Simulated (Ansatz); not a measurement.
The same path of FGeH3 + H4OSi (11 atoms, charge 0, multiplicity 1) was run twice with different band settings. Lost on the way: Ge1–F2, O6–H11. Made: Ge1–O6, F2–H11.

Method: RKS PBE/def2-SVP (Ansatz 0.2.0).

Relaxed end points:

```xyz
11
Properties=species:S:1:pos:R:3
Ge 0.635 0.110 -0.092
F -0.131 -0.170 1.505
H 2.148 -0.044 0.195
H 0.251 1.544 -0.514
H 0.096 -0.993 -1.031
O -2.549 0.237 0.441
Si -3.646 -1.015 0.213
H -2.983 -2.289 -0.258
H -4.417 -1.341 1.471
H -4.606 -0.548 -0.843
H -1.847 0.077 1.113
```

```xyz
11
Properties=species:S:1:pos:R:3
Ge -0.182 -0.080 -0.433
F -0.545 0.877 2.378
H 1.006 -0.692 0.334
H -0.098 1.452 -0.596
H -0.407 -0.785 -1.800
O -1.690 -0.445 0.552
Si -3.158 -1.128 0.064
H -2.950 -2.534 -0.430
H -4.051 -1.134 1.269
H -3.787 -0.315 -1.037
H -1.186 0.351 1.897
```

Common settings: movable images 9; climbing image yes; spring 5.0 eV/Å²; optimiser quadratic models (default); start path through a guess of the saddle point; iteration limit 60; end points relaxed.

| run | force threshold |
| --- | --- |
| 1 | 0.05 eV/Å |
| 2 | 0.2 eV/Å |

Question: What does each run give, and how far can it be trusted?

Answer: Run 1: converged after 24 iterations, highest image 0.848 eV above the first end. A vibrational analysis at the climbing image gives one clearly imaginary mode, 330i cm⁻¹: a first-order saddle point.
Run 2: converged after 9 iterations, highest image 0.875 eV above the first end. The threshold of 0.2 eV/Å is loose, so the images may lie well off the minimum-energy path. The order of the point at the top wasn't checked.
The orbitals stay closed-shell, which can raise the energy where a bond breaks towards radicals; this wasn't checked here.
